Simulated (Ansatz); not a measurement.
Correlation energies of `[CH3][Sc]([OH])[OH]` by basis set

Cartesian coordinates in Å:
```
C -1.348 -0.096 -0.817
Sc 0.537 0.056 0.308
O 0.394 0.660 2.068
O 2.091 -0.465 -0.587
H -2.031 0.736 -0.603
H -1.890 -1.011 -0.540
H -1.203 -0.135 -1.902
H 0.490 0.947 2.971
H 2.961 -0.692 -0.899
```

Total charge 0; spin multiplicity 1. Correlated methods include outer-core shells of Sc, which these sets cover unevenly. Scalar relativity is left out up to krypton. All single points use the PBE0-D4/def2-TZVP geometry. It is one conformer, not always the lowest. Frozen core, restricted reference, Ansatz 0.2.0.

```json
{"basis": "def2-SVP", "HF (Eh)": "?", "MP2 corr.": "-0.74649", "CCSD corr.": "-0.78323", "(T)": "?", "CCSD(T) total": "?"}
{"basis": "def2-TZVPP", "HF (Eh)": "-950.48666", "MP2 corr.": "?", "CCSD corr.": "-0.99968", "(T)": "-0.03709", "CCSD(T) total": "?"}
{"basis": "def2-QZVPP", "HF (Eh)": "?", "MP2 corr.": "-1.06733", "CCSD corr.": "–", "(T)": "–", "CCSD(T) total": "–"}
```

Q: Fill in the withheld values. (An estimate is asked.)

A: Computed: def2-SVP HF (Eh): -950.14805; def2-SVP (T): -0.01955; def2-SVP CCSD(T) total: -950.95083; def2-TZVPP MP2 corr.: -0.97163; def2-TZVPP CCSD(T) total: -951.52343; def2-QZVPP HF (Eh): -950.50938.
